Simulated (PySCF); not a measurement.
PySCF job for Ca(F)2 anion (CaF2), SMILES [F][Ca][F] (connectivity only; charge and spin as stated), charge -1, multiplicity 2, PBE-D3(BJ)/def2-TZVPD. The structure is a stationary point at PBE-D3(BJ)/def2-TZVPD. A frequency run showed that this geometry is not a minimum. The spin state was assumed, not searched. The isomer is the one that the SMILES or the coordinates give; other isomers of the formula were not compared.

```python
import numpy as np
from pyscf import gto, scf, dft, df
from pyscf.hessian import thermo

mol = gto.M(
    atom='''
    Ca    0.00000000    0.00000000    0.00000000
    F     0.00000000    0.00000000   -2.08395314
    F     0.00000000    0.00000000    2.08395314
    ''',
    basis='def2-TZVPD',
    charge=-1,
    spin=1,
    max_memory=1600,
    verbose=3,
)
mf = dft.UKS(mol, xc='pbe').density_fit(auxbasis='def2-universal-jkfit')
mf.disp = 'd3bj'
mf.grids.level = 3
mf.conv_tol = 1e-11
mf.max_cycle = 100
mf.kernel()
fine, coarse = mf.grids, dft.Grids(mol).set(level=1).build(with_non0tab=True)
for _ in range(3):  # follow internal instabilities
    mf.grids = coarse
    mo, _, stable, _ = mf.stability(return_status=True, nroots=4)
    mf.grids = fine
    if stable:
        break
    mf.kernel(mf.make_rdm1(mo, mf.mo_occ))

# [left out here: the lines that compute and print the analytic Hessian (its translational invariance restored by hand, since the grid's response is missing), thermochemistry and intensities]
```

It prints:

```

WARN: HOMO -0.125125683858322 >= LUMO -0.125125683858307

converged SCF energy = -877.133130249574  <S^2> = 0.75034849  2S+1 = 2.0003485
<class 'pyscf.df.df_jk.DFUKS'> wavefunction is stable in the internal stability analysis

WARN: DFTD3 does not support analytical Hessian, using finite difference


WARN: Mole.unit (angstrom) is changed to Bohr

Mode                                 0                   1                   2
Irrep
Freq [cm^-1]                     -130.6930           -130.6930            403.8039
Reduced mass [au]                  25.5345             25.5345             18.9984
Force const [Dyne/A]               -0.2570             -0.2570              1.8252
Char temp [K]                    -188.0381           -188.0381            580.9839
Normal mode                   x     y     z       x     y     z       x     y     z
       0  Ca                -0.11 -0.02 -0.00   -0.02  0.11  0.00   -0.00 -0.00  0.00
       1   F                 0.11  0.02 -0.00    0.02 -0.11 -0.00    0.00  0.00  0.16
       2   F                 0.11  0.02  0.00    0.02 -0.11 -0.00    0.00  0.00 -0.16
Mode                                 3
Irrep
Freq [cm^-1]                      486.4477
Reduced mass [au]                  25.5345
Force const [Dyne/A]                3.5600
Char temp [K]                     699.8900
Normal mode                   x     y     z
       0  Ca                 0.00  0.00 -0.11
       1   F                -0.00 -0.00  0.12
       2   F                -0.00 -0.00  0.12
temperature 298.1500 [K]
pressure 101325.00 [Pa]
Rotational constants [GHz] inf 3.06263 3.06263
Symmetry number 2
Zero-point energy (ZPE) 0.00203 [Eh]   5324.887 [J/mol]
                           tot       elec      trans        rot        vib
Entropy [J/mol/K]       241.591      5.763    163.093     65.866      6.869
Cv [J/mol/K]             32.259      0.000     12.472      8.314     11.473
Cp [J/mol/K]             40.573      0.000     20.786      8.314     11.473
Internal energy [J/mol]                      3718.434   2478.956   6742.649
Internal energy [Eh]   -877.12820  -877.13313
Enthalpy [J/mol]                             6197.391   2478.956   6742.649
Enthalpy [Eh]          -877.12726
Gibbs free energy [J/mol]                  -42428.876 -17159.057   4694.745
Gibbs free energy [Eh] -877.15469
mode   freq/cm-1   IR/(km/mol)
   1     -130.69        95.386
   2     -130.69        95.386
   3      403.80         0.000
   4      486.45       132.654
max |gradient| / (hartree/bohr): 5.2416796040347715e-05
APT charges: [-0.8912 -0.0543 -0.0543]
```

The run converged. The end point has an imaginary mode, so it is no minimum.

Cost: very roughly 70 core-seconds.
